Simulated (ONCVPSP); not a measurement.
## Pseudopotentials across the periodic table

Generated with ld1.x 7.5 (TM, RRKJ, ultrasoft, PAW), atompaw 4.2 or ONCVPSP 4.0.1. The cutoff is in Ry: for ld1.x and atompaw files where the sum of valence levels is converged to 10 mRy in a Bessel basis, for ONCV files where the hardest occupied wave has 1 mHa per electron of residual kinetic energy. The error is the largest all-electron minus pseudo excitation energy over each file’s own four to seven test configurations (ionisations up to +4, promotions, holes and added fractions of an electron), all of which were solved. The labels leave out finer settings (local radius, basis sizes, second energies), which also bear on the numbers. Spin-polarised tests are not counted. The rows are a selection from randomly drawn settings: files with unsolved tests, undetermined cutoffs or missed reference levels are left out.

A true bound ghost makes a file unfit for plane-wave use even where its test errors are small: the radial tests pick states by their node count and pass the ghost by.

```csv
element,potential,cutoff (Ry),largest error (meV),bound ghosts
Mg,"ONCV, PBE, scalar-relativistic, rc 1.15/0.90/0.95 (spd), local smoothed, core correction no, reference 2s2 2p6 3s1, qcut 8.4/16.1/10, projectors 2/2/1",185,-0.4,none
S,"ONCV, PBEsol, scalar-relativistic, rc 0.95/0.80 (sp), local smoothed, core correction yes, reference 2s2 2p6 3s2 3p4, qcut 15/17.8, projectors 3/2",255,+645,none
S,"ONCV, LDA (Perdew-Wang 92), scalar-relativistic, rc 1.50/1.20 (sp), local smoothed, core correction yes, reference 3s1 3p5, qcut 4.8/6.4, projectors 2/1",23,+19,none
Co,"ONCV, PBE, scalar-relativistic, rc 1.35/0.75/0.90 (spd), local smoothed, core correction yes, reference 3s2 3p6 3d7 4s2, qcut 6.9/10.6/20, projectors 2/2/2",251,-8.3,none
As,"ONCV, LDA (Perdew-Wang 92), scalar-relativistic, rc 1.60/1.65/1.35 (spd), local smoothed, core correction yes, reference 4s2, qcut 3.5/4.5/8.1, projectors 2/1/3",103,+1551,d
Ir,"ONCV, PBE, scalar-relativistic, rc 1.60/1.55/2.35 (spd), local smoothed, core correction yes, reference 5s2 5p6 5d7.5 6s1.5, qcut 7.8/8/6.2, projectors 2/1/2",45,-9.9,none
```

Problem. Fill in the row for Ag: ONCV, PBE, scalar-relativistic, rc 1.30/1.35/1.70 (spd), local smoothed, core correction yes, reference 4s2 4p6 4d10 5s1, qcut 9.4/11.3/9.9, projectors 2/3/1.

Solution. cutoff 78 Ry, largest error -118 meV, bound ghosts: none.
